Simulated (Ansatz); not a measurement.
Geometry optimisation, RKS BLYP-D4/def2-SVP (Ansatz 0.2.0).

Input:

```yaml
crystal:
  periodic: [false, false, false]
  atoms:
    - { symbol: Ge, position_ang: [0.0, 0.0, 0.0] }
    - { symbol: H, position_ang: [0.0, 0.0, 1.55] }
    - { symbol: Cl, position_ang: [2.0935, 0.0, -0.7393] }
    - { symbol: O, position_ang: [-0.8337, 1.4443, -0.5894] }
    - { symbol: H, position_ang: [-1.7915, 1.2136, -0.8118] }
    - { symbol: H, position_ang: [-0.73, -1.2648, -0.5162] }
basis:
  gaussian: { orbitals: def2-SVP }
hamiltonian:
  xc: blyp
  dispersion: d4
relax:
  f_tol: 0.02
  max_steps: 40
```

Command:

```bash
$ ansatz run input.yaml --threads 1 --pin off --max-ram 2048MiB --backend cpu --events-out ev --progress --plain --runs-dir out
```

Q: Where does it end, and by what steps?

A: The run converged. After 9 steps the energy has fallen by 0.185 eV; H5 moved furthest, 0.66 Å.

```
step  energy less start (eV)  largest force component (eV/Å)  accepted
   0                  0.0000                           1.563       yes
   1                 -0.0574                           1.264       yes
   2                 -0.0910                           0.817       yes
   3                 -0.1233                           0.531       yes
   4                 -0.1664                           0.394       yes
   5                  0.0094                           3.450        no
   6                 -0.1829                           0.115       yes
   7                 -0.1850                           0.027       yes
   8                 -0.1852                           0.050       yes
   9                 -0.1853                           0.007       yes
```

```xyz
6
Properties=species:S:1:pos:R:3
Ge -0.088 -0.080 0.102
H 0.127 -0.002 1.628
Cl 1.852 0.136 -0.916
O -1.129 1.336 -0.272
H -1.315 1.410 -1.230
H -0.708 -1.407 -0.419
```

Whether the end is a true minimum wasn't checked by a vibrational analysis.

Time of the run: 25 s on 1 thread of Arm Neoverse V2 (shared host), peak memory 0.14 GiB.
